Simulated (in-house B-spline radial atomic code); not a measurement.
How G0W0 and RPA depend on the start: Tc

Configuration [Kr] 4d5 5s2, highest spin. Computed with a B-spline radial code for spherical atoms: all electrons, non-relativistic, point nucleus, each spin shell either full or empty, empty states to l = 9 with an (l + 1/2)⁻⁴ tail; G0W0 by contour deformation at full frequency.

Without relativity these are model numbers: it shifts the levels of so heavy an element strongly and can reorder them.

| start | mean-field 5s down (eV) | G0W0 (eV) | QP weight | RPA correlation (Eh) |
| --- | --- | --- | --- | --- |
| Hartree-Fock | -5.526 | -6.669 | 0.941 | -2.8651 |
| PBE0 | -4.669 | -6.906 | 0.868 | -3.0801 |
| HSE06 | -4.319 | -6.876 | 0.821 | -3.0941 |
| B3LYP (VWN-RPA) | -4.768 | ? | ? | ? |
| BHandHLYP | -5.337 | ? | ? | ? |
| CAM-B3LYP | -5.819 | -6.932 | 0.921 | -3.0517 |
| LC-wPBE | -6.431 | -6.831 | 0.942 | -3.0371 |
| wB97X | -6.823 | -6.925 | 0.940 | -3.0277 |
| r2SCAN0 | -4.759 | -6.849 | 0.889 | -3.0448 |

**Question.** What G0W0 level, weight and RPA correlation energy follow from the BHandHLYP start?

**Answer.** G0W0 level -6.904 eV, weight 0.909, RPA correlation -3.0045 hartree.

**Question.** What G0W0 level, weight and RPA correlation energy follow from the B3LYP (VWN-RPA) start?

**Answer.** G0W0 level -6.965 eV, weight 0.859, RPA correlation -3.1006 hartree.

**Question.** How much of the dependence on the start does G0W0 remove?

**Answer.** The mean-field levels span 2.5 eV and the G0W0 levels 0.296 eV. Against 7.119 eV (NIST, measured) the G0W0 removal energies are off by -0.45 to -0.15 eV, with relativity, Breit and QED terms left out.
